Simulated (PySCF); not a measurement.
## IOCl3, singlet: molecular constants

These are results of B3LYP/[I def2-SVP with ECP28, O def2-SVP, Cl def2-SVP], scalar-relativistic core potentials, density fitting, no spin–orbit coupling, PySCF, not measurements.

The structure is a minimum.

Z-matrix (Å, degrees; charge 0 multiplicity 1):
```
I
O  1 1.8060
Cl 1 2.4862 2 95.35
Cl 1 2.4284 2 107.05 3 92.45
Cl 1 2.4862 2 95.35 3 -175.10
```

| Quantity | Value |
| --- | --- |
| Point group | Cs |
| Bond lengths | I–Cl 2.428 Å, I–Cl 2.486 Å (×2), I–O 1.806 Å |
| Bond angles | Cl–I–Cl 90.8° (×2), Cl–I–Cl 168.2°, Cl–I–O 95.4° (×2), Cl–I–O 107.0° |
| Dipole moment | 2.19 D |
| Zero-point energy | 14.9 kJ/mol |
| Rotational constants | 0.07014, 0.03531, 0.02726 cm⁻¹ |
| Lowest empty level | -5.10 eV |
| Enthalpy at 298.15 K above 0 K | 21.97 kJ/mol |
| Entropy at 298.15 K and 1 bar | 380.7 J/(mol K) |
| Principal polarisabilities | 42.7, 69.9, 115.6 bohr³ |
| Heat capacity Cp at 298.15 K | 96.1 J/(mol K) |
| Highest occupied level | -8.49 eV |
| Principal quadrupole moments (Buckingham, traceless) about the centre of mass | -9.08, 0.15, 8.93 D Å |
| Rotational symmetry number | 1 |
| Atomisation energy without zero-point energy | 571 kJ/mol |

Harmonic modes (masses in u: I 126.904, O 15.995, Cl 34.969):
```tsv
symmetry	ω (cm⁻¹)	IR (km/mol)	μ (u)	type
a'	71	1.6	34.30	bend
a'	98	4.3	38.21	bend
a''	127	0.3	35.61	bend
a'	184	9.1	22.74	bend
a''	240	2.2	18.24	bend
a'	275	7.2	35.46	stretch
a'	318	35.3	41.50	stretch
a''	340	202	47.25	stretch
a'	838	25.5	17.77	stretch
```

Charges (e):
```csv
atom,Mulliken,Löwdin,polar tensor,Mayer order to I1
I1,1.26,1.14,2.04,–
O2,-0.45,-0.49,-0.44,1.56
"Cl3,5",-0.31,-0.26,-0.60,0.74
Cl4,-0.18,-0.13,-0.40,0.79
```

Mulliken populations on I1 (electrons outside its core potential): s 3.90, p 9.39, d 10.45.

Outer orbital energies (eV). occupied: -10.06, -9.77, -9.70, -9.17, -8.90, -8.79, -8.68, -8.49; empty: -5.10, -3.38, -2.96, 5.79.

Counting electrons, iodine keeps 2 of its valence electrons outside its bonds, so the VSEPR class is AX4E1 and the expected shape is see-saw; with unlike ligands the computed point group is Cs.

This need not be the most stable arrangement of these atoms.

The final relaxation and frequency run took 2.2 min on 2 threads of a shared Arm Neoverse N1 host, with 94 basis functions and 20 gradients; the process peaked at 1.3 GiB. Launch command: `OMP_NUM_THREADS=2 python axn.py task.json out`.
